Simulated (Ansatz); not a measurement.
Two isomers of CH6BFO2Si: A = `CO[SiH2]B(O)F`, B = `FCOBO[SiH3]`.

Program: Ansatz. Geometries: PBE0-D4/def2-TZVP. ΔE: electronic, gas phase. CCSD(T)/CBS is the MP2 limit (def2-TZVPP, def2-QZVPP) plus CCSD(T) − MP2 in def2-TZVPP, frozen cores. DFT in def2-TZVPP. B3LYP here is the variant with VWN-RPA as its local correlation; programs differ in this. One conformer a species, not always the lowest.

Task: Which is lower in electronic energy at CCSD(T)/CBS, and by how much? (An estimate is asked.)

Result: Ansatz gave: A, by 10.7 kcal/mol.

Task: Give E(B) − E(A) in kcal/mol with ωB97M-V, PBE0-D4, MP2/def2-TZVPP, CCSD/def2-TZVPP, CCSD(T)/def2-TZVPP, B3LYP, PBE-D4. (Best estimate.)

Result: Ansatz gave: ωB97M-V 9.6, PBE0-D4 11.8, MP2/def2-TZVPP 10.4, CCSD/def2-TZVPP 9.4, CCSD(T)/def2-TZVPP 9.9, B3LYP 9.4, PBE-D4 12.9. None reverses the order clearly.

Largest T1 diagnostic: 0.013.

In def2-TZVPP, CCSD(T) changes the Hartree–Fock value by +6.0 kcal/mol (the triples alone add +0.5 kcal/mol) and MP2 by +6.4 kcal/mol. From PBE to PBE0 (25 % exact exchange), in def2-TZVPP and without D4, E(B) − E(A) moves by −1.1 kcal/mol.
